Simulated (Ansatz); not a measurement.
System: GeBr₂ (charge 0, triplet). This is an excited triplet: at this geometry the singlet lies 2.15 eV lower at RI-MP2/CBS(aug-cc-pVTZ,aug-cc-pVQZ)+[CCSD(T)-MP2]/aug-cc-pVTZ. 
Coordinates optimised at B3LYP-D3(BJ)/def2-TZVP (Ansatz, a first-principles code):
SMILES: [Br][Ge][Br]
```xyz
3

Ge     0.0056    -0.0075     0.8065
Br     1.1230    -1.6899    -0.3922
Br    -1.1281     1.6967    -0.3452
```
Charge 0, spin multiplicity 3.

Basis-set convergence of Hartree-Fock and CCSD(T) correlation energies (hartree) with Ansatz. Correlated levels leave the core frozen unless marked. UHF or UKS for open shells. Spin-orbit coupling is left out. The frozen core is the preceding noble-gas configuration, with the filled d and f shells of earlier blocks. Non-relativistic.

| basis | functions | E(HF) | E(corr, CCSD(T)) |
|---|---|---|---|
| aug-cc-pVDZ | 108 | -7220.14158 | -0.33805 |
| aug-cc-pVTZ | 177 | ? | ? |

**Question.** Some entries are withheld; supply them.

**Answer.** 
- aug-cc-pVTZ, E(HF): -7220.36367
- aug-cc-pVTZ, E(corr, CCSD(T)): -0.44883
